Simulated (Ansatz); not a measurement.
Reaction (substitution at a C–C bond): `CCCCC=O` + `[GeH3][SeH]` → `O=C[Se][GeH3]` + `CCCC`

Calculated with Ansatz (gas phase, PBE0-D4/def2-TZVP geometries, no zero-point term in ΔE). CBS: MP2 limit from def2 TZ/QZ plus the TZ coupled-cluster correction, frozen cores. DFT in def2-TZVPP. B3LYP here is the variant with VWN-RPA as its local correlation; programs differ in this. For Ge, Se outer-core shells are correlated without core-valence functions, which leaves a few kJ/mol of doubt a bond. Scalar relativity is left out up to krypton. One conformer a species, not always the lowest.

`CCCCC=O`:

Cartesian coordinates in Å:
```
C -1.508 0.549 1.111
C -1.185 -0.326 -0.090
C -0.084 0.231 -0.987
C 1.279 0.328 -0.325
C 1.957 -0.983 -0.067
O 1.550 -2.056 -0.421
H -1.784 1.561 0.801
H -2.344 0.138 1.681
H -0.663 0.633 1.799
H -0.907 -1.330 0.241
H -2.089 -0.446 -0.696
H -0.375 1.227 -1.337
H 0.006 -0.401 -1.875
H 1.980 0.906 -0.944
H 1.246 0.875 0.625
H 2.922 -0.905 0.484
```

`[GeH3][SeH]`:

Z-matrix (Å, degrees):
```
Ge
Se 1 2.357
H 1 1.536 2 110.4
H 1 1.536 2 110.4 3 121.8
H 1 1.533 2 104.9 3 -119.1
H 2 1.469 1 93.0 3 -60.2
```

`O=C[Se][GeH3]`:

Z-matrix (Å, degrees):
```
Ge
Se 1 2.371
H 1 1.530 2 109.0
H 1 1.535 2 104.0 3 118.7
H 1 1.530 2 109.0 3 -122.7
C 2 1.921 1 93.4 3 61.3
O 6 1.194 2 125.2 1 0.0
H 6 1.104 2 111.5 1 -180.0
```

`CCCC`:

Cartesian coordinates in Å:
```
C -0.812 1.689 -0.528
C 0.258 0.628 -0.341
C -0.258 -0.627 0.343
C 0.812 -1.689 0.527
H -1.231 1.999 0.434
H -0.416 2.580 -1.020
H -1.638 1.311 -1.138
H 1.089 1.040 0.244
H 0.683 0.357 -1.315
H -1.089 -1.039 -0.242
H -0.681 -0.357 1.317
H 1.640 -1.312 1.135
H 1.228 -2.000 -0.436
H 0.416 -2.580 1.021
```

```csv
level,ΔE (kJ/mol),difference from CCSD(T)/CBS
PBE-D4,-32.6,-14.8
B3LYP-D4,-24.7,-6.9
PBE,-33.2,-15.4
r2SCAN,-29.7,-11.9
B3LYP,-24.9,-7.1
HF/def2-TZVPP,-0.2,17.6
CCSD/def2-TZVPP,-11.5,6.3
SCS-MP2/def2-QZVPP,-19.3,-1.5
MP2/CBS(def2),-23.2,-5.4
CCSD/CBS(def2),-12.3,5.5
CCSD(T)/CBS,-17.8,0
```

Largest T1 diagnostic among the species: 0.014.

From PBE to PBE0 (25 % exact exchange), in def2-TZVPP and without D4, ΔE moves by +12.1 kJ/mol. In def2-TZVPP, CCSD(T) changes the Hartree–Fock value by −16.9 kJ/mol (the triples alone add −5.5 kJ/mol) and MP2 by −22.2 kJ/mol.
